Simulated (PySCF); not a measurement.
Functional benchmark on one molecule

Molecule: SMILES [C@@H]([Si](C)(C)C)(F)Cl, C$_{4}$H$_{10}$ClFSi.

Mapped SMILES: `[CH3:1][Si:2]([CH3:3])([CH3:4])[C@H:5]([F:6])[Cl:7]` (H(Xn): hydrogen on atom n).

Geometry PBE0-D3(BJ)/def2-SVP throughout; GIAO in PySCF 2.14, gas phase, one conformer, non-relativistic; equivalent atoms averaged; basis pcSseg-1.

Reference values (measured; G. Saielli, R. Bini, A. Bagno, Computational 19F NMR. 2. Organic compounds, RSC Adv. 2014, ESI (exp. from Berger-Braun-Kalinowski 1994 and Everett 1995)): δ(F6) = -170.0 ppm vs CFCl3. Computed shifts are taken against CFCl3, calculated as an isolated molecule at each level.

How do the functionals PBE, BLYP, OPBE, KT2, B97-D, PBE0, WP04, CAM-B3LYP, wB97X-D perform against the reference? Times are CPU seconds on 1 thread of an Arm Neoverse V1, shared host; the GGAs took longer than the global hybrids here, which isn't the general rule, and the cause wasn't traced.

Results:


```
functional                    kind      F6  abs. error F  core-s
       PBE                     GGA  -201.4          31.4      35
      BLYP                     GGA  -198.7          28.7      33
      OPBE                     GGA  -195.1          25.1      36
       KT2                     GGA  -203.9          33.9      36
     B97-D                     GGA  -195.1          25.1      36
      PBE0           global hybrid  -190.5          20.5      27
      WP04           global hybrid  -181.8          11.8      24
 CAM-B3LYP  range-separated hybrid  -184.8          14.8      35
   wB97X-D  range-separated hybrid  -185.5          15.5      33
```

For ¹⁹F the closest is WP04 (11.8 ppm) and the furthest KT2 (33.9 ppm). One molecule is a small sample, and vibrational and solvent effects are absent from the calculation.
